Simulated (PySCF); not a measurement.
Si(Cl)2(NH2)2 (Cl₂H₄N₂Si), SMILES N[Si](N)(Cl)Cl.

Geometry optimised at B3LYP-D3(BJ)/def2-SVP. The values are those of a single conformer.

Two levels are set side by side: TDA-PBE/def2-SVPD (PySCF) and TDA-M06-2X/def2-SVPD (PySCF). Vertical, same geometry. The lowest singlet is HOMO→LUMO 99 % with PBE and HOMO→LUMO 81 % with the other functional; states are paired by order. Differences are taken from unrounded values.

| quantity | TDA-M06-2X |
|---|---|
| lowest singlet excitation (eV) | 7.19 |
| lowest triplet excitation (TDA) (eV) | 6.89 |
| first bright state (f over 0.05) (eV) | 8.25 |
| its oscillator strength | 0.10 |

Problem. What does TDA-PBE give, and how far is it from TDA-M06-2X? (The exact figures need the calculation; the answer reports its results.)

Solution. 
| quantity | TDA-PBE | TDA-PBE minus TDA-M06-2X |
|---|---|---|
| lowest singlet excitation (eV) | 6.00 | -1.19 |
| lowest triplet excitation (TDA) (eV) | 5.79 | -1.10 |
| first bright state (f over 0.05) (eV) | 7.47 | -0.77 |
| its oscillator strength | 0.07 | -0.02 |

Functionals without exact exchange tend to place singlet excitations lower, as here. Differences between two approximate levels are no errors against the true value.

Rough cost on one machine, each run with all the roots and properties that it gave: TDA-M06-2X against TDA-PBE about 10 times.
